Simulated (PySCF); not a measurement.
A structure optimised at PBE-D3(BJ)/def2-SVP, used in a PySCF frequency run:

```
Si
F 1 1.6393
O 1 1.6665 2 108.50
H 3 0.9757 1 114.28 2 -54.35
Se 1 2.2685 2 113.40 3 117.50
H 5 1.4873 1 91.12 2 -89.24
Se 1 2.2833 2 102.07 3 -123.50
H 7 1.4856 1 91.11 2 178.81
```

Task: Write its SMILES and formula.

Result: O[Si](F)([SeH])[SeH], FH3OSe2Si

Task: What are its rotational constants (standard atomic weights)?

Result: 2.1188, 0.80265, 0.68587 GHz
